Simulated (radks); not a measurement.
Valence configurations of O3+ (all share [He]). Method: scalar-relativistic Kohn-Sham, PBEsol, spin-polarised, spherical densities, finite nucleus; open shells are filled with parallel spins first; Fermi nuclear charge, rms radius 2.6991 fm; computed with a radial shooting solver on a logarithmic mesh with Libxc functionals. Energies are relative to 2s2 2p1; eigenvalues in eV for spin up.

| valence | E (eV) | moment (Bohr magnetons) | e(2p) | e(2s) |
|---|---|---|---|---|
| 2s2 2p1 | 0.000 | 1 | -66.111 | -80.478 |
| 2p3 | 22.421 | 3 | -66.285 | - |
| 2s1 2p2 | 7.920 | 3 | -67.041 | -81.549 |
| 2s1.5 2p1.5 | 4.922 | 2 | -66.721 | -81.162 |
| 2s0.5 2p2.5 | 15.172 | 3 | -66.664 | -81.164 |

NIST lists [He] 2s2 2p1 as the ground configuration; this level of theory agrees among the configurations tried. The energies are those of spherical high-spin densities, not of single terms.
